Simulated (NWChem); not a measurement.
System: CH₅ClO₂Si; SMILES Cl[Si@H](OC)O

Input file for NWChem:

```
start job
memory heap 200 mb stack 900 mb global 1100 mb
geometry units angstroms noautoz
  C      0.863646     2.021141     0.528872
  O      0.339962     1.385607    -0.626188
  Si    -0.490791    -0.049025    -0.617908
  O     -1.889877     0.009746     0.286246
  Cl     0.718933    -1.539553     0.214780
  H      1.605934     1.374876     1.048517
  H      0.059942     2.284810     1.252190
  H      1.370916     2.955202     0.215222
  H     -0.805213    -0.338382    -2.037461
  H     -1.854187    -0.452397     1.141566
end
basis spherical
  * library def2-svp
end
dft
  xc pw6b95
  iterations 150
  mulliken
end
task dft energy
```

Coordinates come from a PBE-D3(BJ)/def2-SVP optimisation.

Q: Give the results of this calculation. (PW6B95/def2-SVP.) Quantities: energy (Ha); highest occupied level (eV); orbital gap (eV); dipole (D).

A: 
```yaml
energy (Ha): -941.83
highest occupied level (eV): -8.62
orbital gap (eV): 9.69
dipole (D): 1.74
```
